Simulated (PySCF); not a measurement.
# Two-dimensional NMR puzzle

Compound of formula C₉H₁₂. Correlations simulated from computed shifts and the bond graph:

HSQC (one-bond C–H):
| δH | δC |
| --- | --- |
| 7.42 | 133.8 |
| 7.33 | 131.5 |
| 7.28 | 135.1 |
| 2.51 | 40.3 |
| 1.48 | 28.2 |
| 0.73 | 13.5 |

COSY cross peaks (H two or three bonds apart, from the bond graph; peaks can be absent where the dihedral angle is near 90°):
| δH | δH |
| --- | --- |
| 7.42 | 7.33 |
| 7.42 | 7.28 |
| 2.51 | 1.48 |
| 1.48 | 0.73 |

HMBC (two and three bonds, from the bond graph):
| δH | δC |
| --- | --- |
| 7.42 | 147.4, 135.1, 133.8, 131.5 |
| 7.33 | 135.1, 133.8 |
| 7.28 | 147.4, 135.1, 133.8, 131.5, 40.3 |
| 2.51 | 147.4, 135.1, 28.2, 13.5 |
| 1.48 | 147.4, 40.3, 13.5 |
| 0.73 | 40.3, 28.2 |

Carbons without hydrogens: δ 147.4.

PySCF calculation with structure optimised with PBE0-D3(BJ)/def2-SVP and PBE0/pcSseg-1 with gauge-including orbitals; isolated molecule, one averaged value for each set of equivalent atoms, non-relativistic Hamiltonian, single conformer.

Scale: ¹H (31.27 ppm) and ¹³C (184.41 ppm) vs TMS (reference shieldings calculated alike).

Exchangeable hydrogens are left out of these lists.

Q: Which molecule is this?

A: `c1c(CCC)cccc1`.

Atom-mapped SMILES (the numbers label the heavy atoms): `[CH3:1][CH2:2][CH2:3][c:4]1[cH:5][cH:6][cH:7][cH:8][cH:9]1`; H(Xn) means a hydrogen on atom n.

δC 147.4 is C4, a substituted aromatic carbon. δC 135.1 is C5/C9, an aromatic CH (δH 7.28). δC 133.8 is C6/C8, an aromatic CH (δH 7.42). δC 131.5 is C7, an aromatic CH (δH 7.33). δC 40.3 is C3, an sp3 CH2 on an aromatic ring (δH 2.51). δC 28.2 is C2, an sp3 CH2 (δH 1.48). δC 13.5 is C1, a methyl carbon (δH 0.73). HMBC from δH 7.42 reaches the proton-free carbon C4. HMBC from δH 7.28 reaches the proton-free carbon C4. HMBC from δH 2.51 reaches the proton-free carbon C4. HMBC from δH 1.48 reaches the proton-free carbon C4. COSY links 7.42–7.33, 7.42–7.28, 2.51–1.48, 1.48–0.73.

The data come from this structure; uniqueness wasn't tested.

Shifts are as computed. Against solution values, carbons near 30 ppm lie about +2 ppm off and those near 130 ppm about +5 ppm. Of 1211 compounds with measured shifts, 218 miss one by over three times the rms of a fit or turn the order of signals round; such compounds aren't used in these exercises.
